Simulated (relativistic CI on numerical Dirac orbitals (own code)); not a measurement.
## Spin-allowed bands of a d8 ion in a tetrahedral site, by hand

Problem. Take Δ = 7700 cm⁻¹ and B = 630 cm⁻¹ for a d8 ion in a tetrahedral site. Calculate the three spin-allowed bands.

Working.
1. The terms of highest spin are 3F (energy 0) and 3P (15B = 9450 cm⁻¹). Here the F term splits into A2 at +1.2Δ = 9240, T2 at +0.2Δ = 1540 and T1 at −0.6Δ = -4620 cm⁻¹.
2. The two T1 states mix through the element 0.4Δ: H = [[-4620, 3080], [3080, 9450]], with roots ½(H₁₁ + H₂₂) ∓ ½√[(H₂₂ − H₁₁)² + 4H₁₂²] = ½(4830) ∓ ½(15359) = -5265 and 10095 cm⁻¹.
3. The ground term is 3T1 at -5265 cm⁻¹.
4. Bands: 3T2 6805 cm⁻¹ (1470 nm), 3A2 14505 cm⁻¹ (689 nm), 3T1(P) 15359 cm⁻¹ (651 nm).

Check. Exact diagonalisation of the whole d8 shell with these parameters gives 3T2 6805, 3A2 14505, 3T1 15359 cm⁻¹. The match is exact, since without spin-orbit coupling no other term has this spin. The ratio of the second band to the first, 2.132, depends on Δ/B = 12.2 alone, which is how a Tanabe-Sugano diagram is read.
